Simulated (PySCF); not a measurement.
## TDDFT excited states: C5H14N2Si

Species: C5H14N2Si.
Structure used (PBE0-D3(BJ)/def2-SVP), in Å, numbered top down from 1:
```xyz
22
C5H14N2Si angstrom
C     -1.8994   -1.1973    0.2346
C     -1.2343    0.1432    0.5485
C     -1.9879    1.2971   -0.0975
N      0.1613    0.1870    0.1639
C      1.1020   -0.6240    0.9136
C      2.4994   -0.2545    0.4209
N      2.3802   -0.0752   -1.0166
Si     0.8068    0.5446   -1.4164
H     -1.9129   -1.3734   -0.8534
H     -2.9380   -1.2229    0.5998
H     -1.3603   -2.0341    0.7042
H     -1.2758    0.2919    1.6462
H     -3.0375    1.3168    0.2308
H     -1.5216    2.2601    0.1560
H     -1.9941    1.1978   -1.1975
H      1.0076   -0.4248    1.9969
H      0.9354   -1.7123    0.7682
H      2.8406    0.6638    0.9422
H      3.2142   -1.0575    0.6705
H      3.2301    0.1927   -1.4967
H      0.7331    2.0039   -1.7618
H      0.1794   -0.1773   -2.5737
```

Level of theory: TDDFT wB97X-D/def2-SVPD, vertical, gas phase, core orbitals frozen in the response in PySCF 2.14.0, density-fitted response routines.

```
state  E (eV)  ν̃ (cm⁻¹)       f  |μ| (D)     main configurations (H = HOMO, L = LUMO)
   S1    5.98      48210  0.0075     0.57                       H→L (65%), H→L+1 (20%)
   S2    6.10      49160  0.0050     0.46                                  H-1→L (78%)
   S3    6.25      50380  0.0037     0.39          H→L+1 (54%), H→L (16%), H-1→L (11%)
   S4    6.69      53950   0.012     0.68  H-1→L+1 (44%), H-1→L+2 (23%), H-1→L+3 (14%)
   S5    6.97      56220   0.014     0.73        H→L+3 (36%), H→L+4 (20%), H→L+5 (13%)
   S6    7.14      57580   0.011     0.63        H→L+2 (46%), H→L+3 (15%), H→L+4 (11%)
   S7    7.28      58720  0.0098     0.60                     H→L+4 (55%), H→L+3 (27%)
   S8    7.46      60150  0.0063     0.47                     H→L+5 (62%), H→L+2 (18%)
   S9    7.60      61340   0.011     0.63    H-1→L+6 (39%), H→L+6 (14%), H-1→L+1 (13%)
  S10    7.65      61710  0.0068     0.48   H-1→L+2 (29%), H-1→L+5 (21%), H-1→L+3 (8%)
```

Triplets, Tamm–Dancoff:

```csv
state,E (eV),λ (nm),"main configurations (H = HOMO, L = LUMO)"
T1,5.81,213.4,"H→L (55%), H→L+1 (22%)"
T2,5.88,210.7,H-1→L (76%)
T3,6.21,199.5,"H→L+1 (56%), H→L (21%), H→L+2 (8%)"
T4,6.57,188.6,"H-1→L+1 (42%), H-1→L+2 (20%), H-1→L+3 (16%)"
```

The lowest singlet comes at 207 nm (577 kJ/mol) in the ultraviolet; it is weak; its leading configuration is HOMO→LUMO (65%). The strongest level in the table is S5 at 6.97 eV (178 nm, f = 0.014). Löwdin shares by element: HOMO nitrogen 52% or more, carbon 15% or more, silicon 6% (atoms not listed hold the other 27%); LUMO silicon 38%, hydrogen 31% or more (atoms not listed hold the other 32%). Weighted by f, the mean energy of these states is 6.99 eV. The listed states span 1.67 eV, and the widest gap between neighbours is 0.44 eV (S3 to S4). The oscillator strengths of these states sum to 0.087; summed over the whole spectrum of an exact calculation they would give the number of electrons, 72 (Thomas–Reiche–Kuhn). The vertical ionisation energy (ΔSCF) is 7.97 eV, 0.32 eV above S10. The window holds the lowest 10 singlets.

On an Intel Xeon at 2.50 GHz with one thread, on a shared host, this took 15 min wall, 13 min CPU (with the writing of density and orbital grids) and 1.3 GiB of memory at its peak.

One conformer stands for the species.
